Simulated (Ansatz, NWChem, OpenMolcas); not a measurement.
## Worked example: C2H6OSi2 → SiH2(OH)(CC) + SiH3

Species: C2H6OSi2 `O[SiH2]C#C[SiH3]`, singlet; SiH2(OH)(CC), doublet; SiH3 (silyl radical) `[SiH3]`, doublet. 

Shapes, held fixed at every level: PBE0-D4/def2-TZVP. Flexible molecules stand in one conformer, not always the lowest. Programs: Ansatz 0.2.0, NWChem 7.3.0, OpenMolcas 26.06. A level may come from different programs for different species; with the same settings they agree closely. Electronic energies: no zero-point or thermal term.

At B2PLYP/def2-TZVPP; 1 Eh = 2625.50 kJ/mol:

| species | energy (Eh) |
| --- | --- |
| C2H6OSi2 | -733.753366 |
| SiH2(OH)(CC) | -442.439553 |
| SiH3 | -291.109602 |

Work out ΔE of the reaction at this level.


1. Products less reactants: (-442.439553) + (-291.109602) − [(-733.753366)] = 0.204211 Eh = +536.2 kJ/mol.

Other levels give +411.0 (HF/def2-TZVPP) to +550.6 kJ/mol (wB97X-V/def2-TZVPP). No measured value is set beside it here. Spin contamination: SiH2(OH)(CC) (⟨S²⟩ up to 1.16). Open shells run unrestricted unless RO is named.
